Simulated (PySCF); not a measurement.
# Working with the constants of CuF

RHF-CCSD(T) constants of CuF, ¹Σ⁺ (singlet), closed shell (PySCF, no relativity, basis sets Cu def2-TZVPPD, F def2-TZVPPD; masses 62.9296 and 18.9984 u):

* ωe: 573.5 cm⁻¹
* ωexe: 2.9 cm⁻¹
* Be: 0.36525 cm⁻¹
* αe: 0.00307 cm⁻¹
* De to Cu (3d10 4s1) + F: 4.14 eV

Problem. What force constant and bond length do these constants imply?

Solution. Reduced mass μred = 14.593 u; k = 5.8918×10⁻⁷·μred·ωe² (u, cm⁻¹, mdyn/Å) = 2.83 mdyn/Å; Re = √(16.8576/(μred·Be)) (u, cm⁻¹, Å) = 1.778 Å.

Problem. Estimate the centrifugal constant D from the Kratzer relation and find the Dunham coefficient a1.

Solution. D = 4Be³/ωe² = 5.93e-07 cm⁻¹; a1 = −1 − αeωe/(6Be²) = -3.20.

Measured values (Huber and Herzberg, Constants of Diatomic Molecules (1979)): ωe = 622.65 cm⁻¹, ωexe = 3.95 cm⁻¹, Be = 0.3794029 cm⁻¹, αe = 0.0032298 cm⁻¹.

Correlated steps freeze 6 core orbitals. Where the molecule has an RHF reference, its open-shell atoms are computed with UHF. The CCSD T1 diagnostic is raised, a sign that a single reference may not be enough here.
